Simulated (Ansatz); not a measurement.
Job for Ansatz (a first-principles code): U-PBE/def2-TZVPP on HISn (SMILES [SnH][I]), a point of a bond scan (R = 3.310 Å). Elements past Kr take the def2 small-core potentials; no spin–orbit coupling.

Ansatz 0.2 input:
```yaml
crystal:
  periodic: [false, false, false]
  atoms:
    - {symbol: Sn, position_ang: [0.45232825, 0.91499533, 0.96539677]}
    - {symbol: H, position_ang: [0.73028803, 2.17687253, -0.26340839]}
    - {symbol: I, position_ang: [-0.61907019, -1.26813052, -1.28001739]}
basis:
  gaussian:
    orbitals: def2-TZVPP
hamiltonian:
  xc: {name: PBE}
magnetization: {spin_polarized: true, initial_magnetization: 0}
```

Output:

```
WARN ansatz: RAYON_NUM_THREADS=1 ignored (pool sized by the plan → 1); use --threads N
Functional definition: PBE
integrals: 0.04 GiB planned
814 factors; their error is unknown
mean field: 0.35 GiB planned
mean field evaluation 1: about -13947.0917 eV, gradient 1.4e1 eV
mean field evaluation 2: about -13899.7458 eV, gradient 6.2e1 eV
mean field evaluation 4: about -13948.5797 eV, gradient 5.3e0 eV
mean field evaluation 8: about -13948.7757 eV, gradient 1.4e-1 eV
mean field evaluation 16: about -13948.7652 eV, gradient 2.9e-4 eV
mean field evaluation 32: about -13947.0296 eV, gradient 1.3e-5 eV
mean field evaluation 64: about -13948.3243 eV, gradient 6.6e0 eV
mean field evaluation 96: about -13948.2995 eV, gradient 6.7e0 eV
mean field -13948.76515871 eV, -512.6076647700 hartree, gradient 7.2e-6 eV, S^2 0.000000; 9 other end points of the search recorded, 0 dependent functions left out
reference -13948.76519569 eV, -512.6076661291 hartree; 24, 24 occupied and 90, 90 virtual orbitals, 814 factors
Total energy: -13948.76519569 eV, -512.6076661291 hartree
```

The calculation finished and met its thresholds.

Cost: very roughly 10 core-seconds.
